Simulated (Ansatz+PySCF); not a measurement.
**singlet Cu2: levels of theory in one basis**

```yaml
atoms:
  - { symbol: Cu, position_ang: [0.0000, 0.0000, -1.2054] }
  - { symbol: Cu, position_ang: [0.0000, 0.0000, 1.2054] }
```

Basis set: def2-SVP (spherical functions). Correlated methods keep 10 orbitals frozen. Charge 0, multiplicity 1.

Computed with Ansatz (development build ahead of 0.2.0); each method stands on the lowest determinant of its kind that the runs found. NEVPT2 correlates all electrons. Active spaces start from the frontier orbitals, and the lowest solution found is given.

```tsv
method	E − E(RHF) (eV)	<S²> of the determinant
RHF	0.00	0.00
RHF-MP2	-20.51	–
UHF-MP2	-20.50	0.03
RHF-CCSD	-18.46	–
CASSCF(2,2)	-0.28	–
SC-NEVPT2(2,2)	-20.70	–
```

Problem. What does RHF-CCSD(T) give on the same scale?

Solution. -19.37 eV.

Problem. Is a single determinant a sound starting point here?

Solution. By this sign, yes. Unrestricted orbitals gain 0.00 eV and <S²> is 0.03 against 0.00 for a pure state. The CASSCF(2,2) natural occupations are 1.92, 0.08.
